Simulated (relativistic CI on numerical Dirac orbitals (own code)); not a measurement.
Computed by Dirac-Coulomb-Breit CI, separate exchange-only KLI orbitals for each configuration, model QED (radiative potential, 1s self-energy scaled to tabulated hydrogen-like ionisation energies), unscaled Slater integrals (own radial code, finite nucleus).

The strongest absorption lines from the ground level of an ion, among the configurations computed and to levels below about 748 eV (vacuum wavelength in nm, gf): 3.2481 (2.2), 3.2619 (3.3), 3.2755 (4), 3.3678 (0.16), 3.9606 (0.59), 4.1605 (0.99), 5.1505 (2.4), 5.4647 (0.49).

Task: Which ion is it?
A. Au45+
B. Re41+
C. Bi51+
D. Bi49+

Result: D. Bi49+ has 34 electrons and the ground level 4s2.4p4 3P_2; the strongest line goes to 4s2.4p3.4d 3D°_3. The pattern of lines fixes the number of electrons, and along that sequence the line energies rise steadily with the charge (about as its square where n changes within one kind of shell, about linearly where n is kept but much faster in heavy ions where fine structure, which grows about as Z⁴, sets the gap, and irregularly where shells cross), which fixes Z. Configurations outside the model, such as inner-shell arrays, can give stronger lines. At this charge energies of transitions that change n are usually good to better than 1 %, and those within a shell (Δn = 0) to a few per cent.

LS names give the leading component of a level, which can be under half, so a name can repeat, a term be missing and a line seem to break the LS rules.
